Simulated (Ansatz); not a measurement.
Diatomic CaTe, closed-shell singlet (lowest of 2S+1 = 1, 3 at CCSD(T)/def2-TZVPP on PBE0 minima; our sources give no spin for the ground state, which may be another). No spin–orbit coupling. Ca is treated without relativity.

Constants: fifth-degree fit in 1/R to seven points, most abundant isotopes. In def2 and cc sets the state is the lowest found near the PBE0 minimum, followed along R. The singlet is held restricted. HF and MP2 rows in def2 and cc sets belong to the determinant that coupled cluster picked by its CCSD energy.

Correlated levels freeze the inner cores; with def2 sets outer-core shells near the valence are correlated too.

Run with Ansatz (a quantum-chemistry and plane-wave program) with Gaussian orbitals.  In def2 rows elements past Kr take small-core potentials, without spin–orbit coupling.

Question: What bond length and harmonic frequency does BHLYP/def2-TZVPP give?

Answer: r_e = 2.667 Å, ω_e = 303 cm⁻¹.

Question: What bond length and harmonic frequency does MP2/def2-TZVPP give?

Answer: r_e = 2.700 Å, ω_e = 285 cm⁻¹.

Question: What bond length and harmonic frequency does CCSD(T)/def2-QZVPP give?

Answer: r_e = 2.679 Å, ω_e = 291 cm⁻¹.

Doubts at one or more of the structures used: a restricted determinant that unrestricted orbitals would lower (MP2/def2-TZVPP, CCSD(T)/def2-QZVPP).
